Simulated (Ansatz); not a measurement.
SbI₃⁺. The state is a doublet with charge 1. Geometry PBE-D4/def2-SVP, that of the neutral singlet; atoms count from 1.

| atom | x (Å) | y (Å) | z (Å) |
| --- | --- | --- | --- |
| Sb1 | 0.451 | 0.814 | 0.197 |
| I2 | -2.301 | 0.792 | 0.465 |
| I3 | 1.127 | -1.407 | 1.699 |
| I4 | 0.722 | -0.199 | -2.362 |

In the def2 sets I, Sb take a core potential; there is no spin–orbit coupling.

Problem. Estimate the Mulliken populations from the PBE0/def2-TZVP orbitals of Ansatz.

Solution. 
```tsv
atom	charge (e)	spin (α − β)
Sb1	0.59	0.10
I2	0.14	0.30
I3	0.14	0.30
I4	0.14	0.30
```
Mulliken values depend strongly on the basis.

Problem. Where does the spin sit?

Solution. Summed by element: Sb 0.10, I 0.90, of 1 unpaired in all. Largest on single atoms: I4 0.30, I2 0.30, I3 0.30.

Problem. And the Mayer bond orders between heavy atoms (over 0.3)?

Solution. Sb1–I2 1.16 (2.77 Å); Sb1–I3 1.16 (2.77 Å); Sb1–I4 1.16 (2.77 Å).
